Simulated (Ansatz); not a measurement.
Species: tribromo(ethyl)germane, C$_{2}$H$_{5}$Br$_{3}$Ge, net charge 0, singlet state. SMILES: [CH2](C)[Ge]([Br])([Br])[Br]
Structure (B3LYP-D3(BJ)/def2-TZVP (Ansatz, an electronic-structure program) minimum search):
```xyz
11

C     -3.1297     0.0893     0.2709
C     -2.0416    -0.9679     0.1210
Ge    -0.2431    -0.1984     0.0099
Br    -0.0764     1.2283    -1.8126
Br     0.2410     1.0256     1.9210
Br     1.3561    -1.8604    -0.2163
H     -3.1401     0.7736    -0.5780
H     -2.9908     0.6783     1.1780
H     -4.1102    -0.3875     0.3284
H     -2.0126    -1.6545     0.9685
H     -2.1619    -1.5591    -0.7881
```

Property: vertical electron affinity (to the doublet state of charge -1; a negative value means that the extra electron is unbound and the number depends on the basis; each state is the SCF solution reached for its spin), in eV. Cores are frozen in the correlated levels unless marked. UHF or UKS for open shells. Spin-orbit coupling is left out. The frozen core is the preceding noble-gas configuration, with the filled d and f shells of earlier blocks. Non-relativistic. Anions need diffuse functions: aug- sets have them; def2-D sets add few. CBS(X,Y): correlation extrapolated as X^-3; Hartree-Fock from the larger set.

```csv
level,program,vertical electron affinity (eV)
HF/aug-cc-pVDZ,Ansatz,-0.53
HF/aug-cc-pVTZ,Ansatz,-0.63
HF/aug-cc-pVQZ,Ansatz,-0.55
SVWN5/def2-TZVPD,Ansatz,0.85
PBE/def2-TZVPD,Ansatz,0.64
r2SCAN/def2-TZVPD,Ansatz,0.54
B3LYP/def2-TZVPD,Ansatz,0.62
PBE0/def2-TZVPD,Ansatz,0.51
BHLYP/def2-TZVPD,Ansatz,0.33
CAM-B3LYP/def2-TZVPD,Ansatz,0.51
wB97M-V/def2-TZVPD,Ansatz,0.37
wB97X-V/def2-TZVPD,Ansatz,0.27
wB97X/def2-TZVPD,Ansatz,0.28
B2PLYP/def2-TZVPD,Ansatz,0.38
MP2/aug-cc-pVDZ,Ansatz,0.12
"RI-MP2/CBS(aug-cc-pVTZ,aug-cc-pVQZ)",Ansatz,-0.36
SCS-MP2/aug-cc-pVDZ,Ansatz,-0.02
CCSD/aug-cc-pVDZ,Ansatz,0.07
CCSD(T)/aug-cc-pVDZ,Ansatz,0.12
```
